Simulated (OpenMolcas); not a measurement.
# OpenMolcas run: Xe IV

Input:

```
&GATEWAY
Coord
1

Xe 0.0 0.0 0.0
Basis=ANO-R3
Group=XYZ
NoMove
AngMom=0.0 0.0 0.0
AMFI
&SEWARD
* reference wave functions (RASSCF and RASSI steps not shown): 5 electrons in 4 orbitals (5s 5p)
>>> COPY JOB001 $Project.JobIph
&CASPT2
Multistate=1 1
Frozen=8 6
IPEA=0.35
Shift=0.3
MaxIter=60
WThr=0.0 0.3 0.05
PrWF=0.5
NoMix
>>> COPY JOB002 $Project.JobIph
&CASPT2
Multistate=11 1 2 3 4 5 6 7 8 9 10 11
Frozen=8 6
IPEA=0.35
Shift=0.3
MaxIter=60
WThr=0.0 0.3 0.05
PrWF=0.5
NoMix
>>> COPY JOB003 $Project.JobIph
&CASPT2
Multistate=3 1 2 3
Frozen=8 6
IPEA=0.35
Shift=0.3
MaxIter=60
WThr=0.0 0.3 0.05
PrWF=0.5
NoMix
...
```

Launched by
```bash
OMP_NUM_THREADS=1 MOLCAS_MEM=2252 MOLCAS_PROJECT=a pymolcas a.inp > a.log  # once for each step of the input, in one work folder
```

Output, cut to the results:

```
--- CASPT2 ---
Orbital specifications:
      -----------------------

      Symmetry species                           1   2
                                                ag  au
      Frozen orbitals                            8   6
      Inactive orbitals                          6   3
      Active orbitals                            1   3
      Secondary orbitals                        45  59
      Deleted orbitals                           0   0
      Number of basis functions                 60  71
Type of calculation                        SS-CASPT2
      Fock operator                              state-specific
      IPEA shift                                 0.35
      Real shift                                 0.30
      Imaginary shift                            0.00
      The input orbitals will be transformed to quasi-canonical
Reference energy:       -7441.3209260743
      E2 (Non-variational):      -0.9043747936
      Shift correction:          -0.0274921468
      E2 (Variational):          -0.9318669404
      Total energy:           -7442.2527930147
      Residual norm:              0.0000000640
      Reference weight:           0.91605
      Contributions to the CASPT2 correlation energy
      Active & Virtual Only:         -0.0672820833
      One Inactive Excited:          -0.1890432252
      Two Inactive Excited:          -0.6480494852
::    CASPT2 Root  1     Total energy:  -7442.25279301
--- CASPT2 ---
Orbital specifications:
      -----------------------

      Symmetry species                           1   2
                                                ag  au
      Frozen orbitals                            8   6
      Inactive orbitals                          6   3
      Active orbitals                            1   3
      Secondary orbitals                        45  59
      Deleted orbitals                           0   0
      Number of basis functions                 60  71
Type of calculation                        MS-CASPT2
      Fock operator                              state-specific
      IPEA shift                                 0.35
      Real shift                                 0.30
      Imaginary shift                            0.00
      The input orbitals will be transformed to quasi-canonical
Reference energy:       -7441.2332251259
      E2 (Non-variational):      -0.9233681597
      Shift correction:          -0.0300153280
      E2 (Variational):          -0.9533834877
      Total energy:           -7442.1866086136
      Residual norm:              0.0000000639
      Reference weight:           0.90905
      Contributions to the CASPT2 correlation energy
      Active & Virtual Only:         -0.0841967119
      One Inactive Excited:          -0.1911687606
      Two Inactive Excited:          -0.6480026872
Reference energy:       -7441.2332251259
      E2 (Non-variational):      -0.9228294927
      Shift correction:          -0.0298874299
      E2 (Variational):          -0.9527169226
      Total energy:           -7442.1859420485
      Residual norm:              0.0000000622
      Reference weight:           0.90940
      Contributions to the CASPT2 correlation energy
      Active & Virtual Only:         -0.0836979534
      One Inactive Excited:          -0.1911292034
      Two Inactive Excited:          -0.6480023359
::    CASPT2 Root  1     Total energy:  -7442.18660861
::    CASPT2 Root  2     Total energy:  -7442.18594205
::    CASPT2 Root  3     Total energy:  -7442.18663079
::    CASPT2 Root  4     Total energy:  -7442.18652058
::    CASPT2 Root  5     Total energy:  -7442.18674111
::    CASPT2 Root  6     Total energy:  -7442.13428138
::    CASPT2 Root  7     Total energy:  -7442.13428138
::    CASPT2 Root  8     Total energy:  -7442.13428137
::    CASPT2 Root  9     Total energy:  -7441.13453798
::    CASPT2 Root 10     Total energy:  -7441.13453795
::    CASPT2 Root 11     Total energy:  -7441.13453793
::    MS-CASPT2 Root  1     Total energy:  -7442.18747999
::    MS-CASPT2 Root  2     Total energy:  -7442.18679131
::    MS-CASPT2 Root  3     Total energy:  -7442.18648726
::    MS-CASPT2 Root  4     Total energy:  -7442.18602646
::    MS-CASPT2 Root  5     Total energy:  -7442.18565954
::    MS-CASPT2 Root  6     Total energy:  -7442.13545167
::    MS-CASPT2 Root  7     Total energy:  -7442.13545126
::    MS-CASPT2 Root  8     Total energy:  -7442.13545070
::    MS-CASPT2 Root  9     Total energy:  -7441.13336767
::    MS-CASPT2 Root 10     Total energy:  -7441.13336764
::    MS-CASPT2 Root 11     Total energy:  -7441.13336762
--- CASPT2 ---
Orbital specifications:
      -----------------------

      Symmetry species                           1   2
                                                ag  au
      Frozen orbitals                            8   6
      Inactive orbitals                          6   3
      Active orbitals                            1   3
      Secondary orbitals                        45  59
      Deleted orbitals                           0   0
      Number of basis functions                 60  71
Type of calculation                        MS-CASPT2
      Fock operator                              state-specific
      IPEA shift                                 0.35
      Real shift                                 0.30
      Imaginary shift                            0.00
      The input orbitals will be transformed to quasi-canonical
Reference energy:       -7440.8389542550
      E2 (Non-variational):      -0.9033889537
      Shift correction:          -0.0313921115
      E2 (Variational):          -0.9347810653
      Total energy:           -7441.7737353203
      Residual norm:              0.0000002339
      Reference weight:           0.90527
      Contributions to the CASPT2 correlation energy
      Active & Virtual Only:         -0.0775833672
      One Inactive Excited:          -0.1775616384
      Two Inactive Excited:          -0.6482439482
Reference energy:       -7440.8389542550
...
```

Levels above the lowest, from the spin-orbit matrix with the single-state CASPT2 energies, averaged by term, on its diagonal:

```json
{"Configuration": "5s² 5p³", "Term": "⁴S°", "J": "3/2", "E (cm⁻¹)": "0.0", "Measured (cm⁻¹)": "0.0", "g": "1.911", "Term weight %": "88", "Second": "9 ²P°"}
{"Configuration": "5s² 5p³", "Term": "²D°", "J": "3/2", "E (cm⁻¹)": "13380", "Measured (cm⁻¹)": "13267", "g": "0.961", "Term weight %": "79", "Second": "14 ²P°"}
{"Configuration": "5s² 5p³", "Term": "²D°", "J": "5/2", "E (cm⁻¹)": "17070", "Measured (cm⁻¹)": "17511", "g": "1.200", "Term weight %": "100", "Second": ""}
{"Configuration": "5s² 5p³", "Term": "²P°", "J": "1/2", "E (cm⁻¹)": "28660", "Measured (cm⁻¹)": "28036", "g": "0.666", "Term weight %": "100", "Second": ""}
{"Configuration": "5s² 5p³", "Term": "²P°", "J": "3/2", "E (cm⁻¹)": "34650", "Measured (cm⁻¹)": "35650", "g": "1.263", "Term weight %": "77", "Second": "19 ²D°"}
{"Configuration": "5s 5p⁴", "Term": "⁴P", "J": "5/2", "E (cm⁻¹)": "102660", "Measured (cm⁻¹)": "99664", "g": "1.586", "Term weight %": "96", "Second": "4 ²D"}
{"Configuration": "5s 5p⁴", "Term": "⁴P", "J": "3/2", "E (cm⁻¹)": "109720", "Measured (cm⁻¹)": "106923", "g": "1.717", "Term weight %": "98", "Second": ""}
{"Configuration": "5s 5p⁴", "Term": "⁴P", "J": "1/2", "E (cm⁻¹)": "112150", "Measured (cm⁻¹)": "109254", "g": "2.639", "Term weight %": "95", "Second": "5 ²S"}
{"Configuration": "5s 5p⁴", "Term": "²D", "J": "3/2", "E (cm⁻¹)": "129530", "Measured (cm⁻¹)": "121929", "g": "0.842", "Term weight %": "94", "Second": "4 ²P"}
{"Configuration": "5s 5p⁴", "Term": "²D", "J": "5/2", "E (cm⁻¹)": "131370", "Measured (cm⁻¹)": "125475", "g": "1.216", "Term weight %": "96", "Second": "4 ⁴P"}
{"Configuration": "5s 5p⁴", "Term": "²S", "J": "1/2", "E (cm⁻¹)": "149810", "Measured (cm⁻¹)": "150737", "g": "1.560", "Term weight %": "63", "Second": "35 ²P"}
{"Configuration": "5s 5p⁴", "Term": "²P", "J": "3/2", "E (cm⁻¹)": "152390", "Measured (cm⁻¹)": "165995", "g": "1.310", "Term weight %": "95", "Second": "5 ²D"}
{"Configuration": "5s 5p⁴", "Term": "²P", "J": "1/2", "E (cm⁻¹)": "163700", "Measured (cm⁻¹)": "177951", "g": "1.139", "Term weight %": "65", "Second": "33 ²S"}
{"Configuration": "5p⁵", "Term": "²P°", "J": "3/2", "E (cm⁻¹)": "244090", "Measured (cm⁻¹)": "", "g": "1.334", "Term weight %": "100", "Second": ""}
{"Configuration": "5p⁵", "Term": "²P°", "J": "1/2", "E (cm⁻¹)": "255680", "Measured (cm⁻¹)": "", "g": "0.666", "Term weight %": "100", "Second": ""}
```

Against the 12 measured excited levels shown (Saloman, J. Phys. Chem. Ref. Data 33, 765 (2004)) the mean absolute deviation is 4400 cm-1; the largest miss in energy is 5s 5p⁴ ²P_1/2 [65 %]: computed 163700, measured 177951 cm⁻¹ (-8.0 %).

Term energies are means over components that CASPT2 splits; among the terms shown or strongly mixed into the levels shown the widest spread is 580 cm-1 (5s 5p⁴ ²D). Over all roots computed the reference weight is 0.86 to 0.92; the roots of lowest weight are the least certain, and an intruder state may touch them. Some levels mix across a computed gap that differs much from the measured one, so their mixing is not that of the real levels. Terms of s pⁿ other than that of highest spin mix with s² pⁿ⁻² d, which this space lacks; all of them can be thousands of cm-1 off, and some have no real level of that name. Measured partners are found by configuration, term and J. A level has none where our copy of the source lacks it or the pairing is in doubt (some pairs that miss far off the trend of their configuration count as doubtful), and it then counts in no deviation. Levels of configurations outside the active space are missing.

The term weight is that of the spin-free term in the level, not the purity of its configuration. A share in square brackets marks a mixed level and gives the weight of the term that names it. ° marks odd parity.
